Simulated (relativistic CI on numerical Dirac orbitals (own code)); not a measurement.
## Au5+ (5d6) in a crystal field

Calculated by Dirac-Coulomb-Breit CI, separate exchange-only KLI orbitals for each configuration, model QED, valence Slater integrals scaled by 0.8, one configuration in a parametric crystal field (own radial code).

Field parameters in Wybourne normalisation: D4h B²₀ = −7Ds, B⁴₀ = 21(Dq − Dt), B⁴₄ = 21√(5/14) Dq. The field is a parameter set, without covalency.

S is read from ⟨S²⟩ = S(S + 1).

Levels (cm⁻¹, degeneracy): 0 (1), 26396 (1), 27824 (2), 29948 (1), 31138 (1), 31779 (2), 35075 (1), 37760 (2), 37906 (1), 39182 (1), 39340 (1), 43539 (2).

Task: Which field gives this pattern?
A. D4h, 10Dq = 41100, Ds = 2180, Dt = -240 cm⁻¹
B. D4h, 10Dq = 41100, Ds = -1500, Dt = -240 cm⁻¹
C. D4h, 10Dq = 41100, Ds = 140, Dt = -240 cm⁻¹
D. D4h, 10Dq = 41100, Ds = -680, Dt = -240 cm⁻¹

Result: A. D4h, 10Dq = 41100, Ds = 2180, Dt = -240 cm⁻¹, ground level with S = 0.23.
